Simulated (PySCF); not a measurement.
C6H9F3O2.
Atom-mapped SMILES: `[CH3:1][O:2][C:3](=[O:4])[C@H:5]([CH3:6])[CH2:7][C:8]([F:9])([F:10])[F:11]` (hydrogens: H12, H13, H14 on C1; H15 on C5; H16, H17, H18 on C6; H19, H20 on C7)

The same species was optimised twice, with GFN2-xTB and with PBE0-D3(BJ)/def2-SVP (PySCF), and the same property calculations (PySCF, gas phase) were run on both structures.

| coordinate | GFN2-xTB | PBE0-D3(BJ)/def2-SVP | change |
| --- | --- | --- | --- |
| C3–C5 (Å) | 1.526 | 1.516 | -0.010 |
| C7–C8 (Å) | 1.514 | 1.505 | -0.009 |
| C8–F9 (Å) | 1.342 | 1.335 | -0.007 |
| C5–C7 (Å) | 1.532 | 1.526 | -0.006 |
| C8–F10 (Å) | 1.344 | 1.340 | -0.004 |
| C1–O2 (Å) | 1.423 | 1.419 | -0.004 |
| O2–C3 (Å) | 1.329 | 1.333 | +0.004 |
| C5–C6 (Å) | 1.530 | 1.528 | -0.002 |
| C3=O4 (Å) | 1.201 | 1.203 | +0.002 |
| C8–F11 (Å) | 1.340 | 1.340 | 0.000 |
| C5–C7–C8 (°) | 111.2 | 113.9 | +2.7 |
| F9–C8–F10 (°) | 106.2 | 107.4 | +1.2 |
| C3–C5–C7 (°) | 109.0 | 110.1 | +1.1 |
| C7–C8–F11 (°) | 113.3 | 112.2 | -1.1 |
| C7–C8–F9 (°) | 112.0 | 111.2 | -0.8 |
| O2–C3–C5 (°) | 111.2 | 112.1 | +0.9 |
| O2–C3–O4 (°) | 124.7 | 123.8 | -0.9 |
| F9–C8–F11 (°) | 106.6 | 107.4 | +0.8 |
| C1–O2–C3–O4 (°) | 1 | 1 | 0 |
| O2–C3–C5–C6 (°) | -105 | -108 | -3 |
| C3–C5–C7–C8 (°) | -74 | -73 | +1 |
| C5–C7–C8–F9 (°) | 178 | 180 | +2 |

Rotational constants: A = 1624, B = 747.0, C = 633.6 MHz (GFN2-xTB) against A = 1623, B = 741.6, C = 628.5 MHz (PBE0-D3(BJ)/def2-SVP). Point groups within 0.08 Å: C1 and C1.

On the GFN2-xTB structure: HOMO (eV) -8.18 [PBE0/pcSseg-1]; LUMO (eV) 0.21 [PBE0/pcSseg-1]; dipole (D) 2.63 [PBE0/pcSseg-1]; GIAO shielding of C1 (ppm) 132.5 [PBE0/pcSseg-1]; GIAO shielding of O2 (ppm) 141.8 [PBE0/pcSseg-1]; GIAO shielding of C3 (ppm) 3.4 [PBE0/pcSseg-1]; GIAO shielding of O4 (ppm) -79.4 [PBE0/pcSseg-1]; GIAO shielding of C5 (ppm) 147.7 [PBE0/pcSseg-1]; GIAO shielding of C6 (ppm) 166.1 [PBE0/pcSseg-1]; GIAO shielding of C7 (ppm) 143.9 [PBE0/pcSseg-1]; GIAO shielding of C8 (ppm) 51.5 [PBE0/pcSseg-1].

What do these properties become on the PBE0-D3(BJ)/def2-SVP structure?

```tsv
property	level	on GFN2-xTB	on PBE0-D3(BJ)/def2-SVP	change
HOMO (eV)	PBE0/pcSseg-1	-8.18	-8.17	+0.01
LUMO (eV)	PBE0/pcSseg-1	0.21	0.17	-0.04
dipole (D)	PBE0/pcSseg-1	2.63	2.46	-0.17
energy, GFN2-xTB geometry as zero (kcal/mol)	PBE0/pcSseg-1	0.0	-0.4	-0.4
GIAO shielding of C1 (ppm)	PBE0/pcSseg-1	132.5	131.6	-0.9
GIAO shielding of O2 (ppm)	PBE0/pcSseg-1	141.8	138.2	-3.6
GIAO shielding of C3 (ppm)	PBE0/pcSseg-1	3.4	2.9	-0.5
GIAO shielding of O4 (ppm)	PBE0/pcSseg-1	-79.4	-87.4	-8.0
GIAO shielding of C5 (ppm)	PBE0/pcSseg-1	147.7	149.1	+1.4
GIAO shielding of C6 (ppm)	PBE0/pcSseg-1	166.1	163.7	-2.4
GIAO shielding of C7 (ppm)	PBE0/pcSseg-1	143.9	143.2	-0.7
GIAO shielding of C8 (ppm)	PBE0/pcSseg-1	51.5	53.1	+1.6
```

The heavy atoms differ by 0.046 Å rms after alignment. Among bonds between heavy atoms C3–C5 and C7–C8 change most and about equally (-0.010 to -0.009 Å). Changes are differences of the printed values. Neither structure is proved a minimum here.

The values belong to the conformer `[CH3:1][O:2][C:3](=[O:4])[C@H:5]([CH3:6])[CH2:7][C:8]([F:9])([F:10])[F:11]`: C1–O2–C3–O4 1°, O2–C3–C5–C6 -108°, C3–C5–C7–C8 -73°, C5–C7–C8–F9 180°.
